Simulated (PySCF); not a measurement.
SMILES C[SiH2][SiH2][GeH3] (CH10GeSi2), PBE0/def2-SVP optimised geometry.

```
14

Si    -0.82     1.37     0.00
C      1.06     1.37     0.00
Si    -1.67     0.23     1.87
Ge    -0.95    -2.04     1.89
H     -1.34     2.78     0.00
H     -1.34     0.70    -1.23
H      1.45     1.87     0.90
H      1.46     0.34    -0.02
H      1.45     1.90    -0.88
H     -1.20     0.89     3.13
H     -3.17     0.26     1.87
H     -1.47    -2.79     3.13
H      0.59    -2.12     1.89
H     -1.46    -2.78     0.63
```

Density from PBE0/def2-TZVP (PySCF) at that geometry.

Minimum of the electron density along straight lines between bonded atoms, close to the bond critical point (lines longer than 1.1 times the sum of covalent radii, or with two minima, are not listed):

| bond | length / Å | ρ at the minimum / e bohr⁻³ | ∇²ρ there / e bohr⁻⁵ | position (fraction from the first atom) |
|---|---|---|---|---|
| Si1–C2 | 1.886 | 0.118 | ___ | 0.39 |
| Si1–Si3 | 2.350 | 0.092 | -0.16 | 0.48 |
| Si3–Ge4 | 2.388 | 0.088 | ___ | 0.46 |
| Si1–H5 | 1.498 | 0.117 | 0.15 | 0.49 |
| Si1–H6 | 1.498 | 0.117 | 0.15 | 0.49 |
| C2–H7 | 1.101 | 0.267 | -0.87 | 0.64 |
| C2–H8 | 1.101 | 0.267 | -0.87 | 0.64 |
| C2–H9 | 1.101 | 0.267 | -0.87 | 0.64 |
| Si3–H10 | 1.499 | 0.116 | 0.15 | 0.49 |
| Si3–H11 | 1.498 | 0.116 | 0.16 | 0.49 |
| Ge4–H12 | 1.541 | 0.131 | 0.06 | 0.59 |
| Ge4–H13 | 1.542 | 0.131 | 0.06 | 0.59 |
| Ge4–H14 | 1.541 | 0.131 | 0.06 | 0.59 |

Problem. What belongs in the gaps?

Solution. 
- Si1–C2, ∇²ρ there / e bohr⁻⁵: 0.18
- Si3–Ge4, ∇²ρ there / e bohr⁻⁵: -0.14
